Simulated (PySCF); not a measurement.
B(H)2(Me)(py), C6H10BN, singlet at its GFN2-xTB optimised geometry (Å):

```
18

B     -2.5158     0.0951     0.0000
H     -2.8810     1.2313     0.0000
H     -2.8821    -0.5225     0.9531
C     -2.8970    -0.6667    -1.4042
H     -2.5067    -0.1393    -2.2741
H     -3.9763    -0.7238    -1.5123
H     -2.5091    -1.6845    -1.4349
C      1.8067    -0.0149    -0.2026
C      1.0970    -1.0238     0.4323
C     -0.2785    -0.9292     0.5117
N     -0.9568     0.0951     0.0000
C     -0.2813     1.0651    -0.6117
C      1.0938     1.0493    -0.7359
H      2.8821    -0.0559    -0.2782
H      1.6037    -1.8725     0.8637
H     -0.8713    -1.6897     0.9964
H     -0.8766     1.8725    -1.0098
H      1.5980     1.8589    -1.2393
```

Level of theory: PySCF 2.14.0 with PBE0/def2-SVP. Cells within 0.4 Å of a nucleus heavier than hydrogen are left out (blank, or x).

Map of the electron localisation function on the plane z = 0.0 Å:

```
|000000000000000000000000000|
|000000000000000000000000000|
|000000000000000000000000000|
|000000000000000000000000000|
|000000000000000000000000000|
|000000000000000000000000000|
|000267500001100000000000000|
|002899950023322222100000000|
|006999990025554554200000000|
|007999992015567765310000000|
|004999993025568767511000000|
|001699973568855479746775000|
|000144xx59xx730266279999300|
|000121xx59xx62015xx89999500|
|000134114868843488379999400|
|000024531258658569747897100|
|000002210025479626410110000|
|000000000036668666410000000|
|000000000035444467620000000|
|000000000012211246620000000|
|000000000000000013310000000|
|000000000000000000000000000|
|000000000000000000000000000|
|000000000000000000000000000|
|000000000000000000000000000|
|000000000000000000000000000|
|000000000000000000000000000|
```
Scale: ten equal steps from 0.000 (start of '0') to 1.000 (end of '9'), in the order '0123456789'; x runs from -5.00 to 5.00, y from -5.00 (bottom) to 5.00 (top).
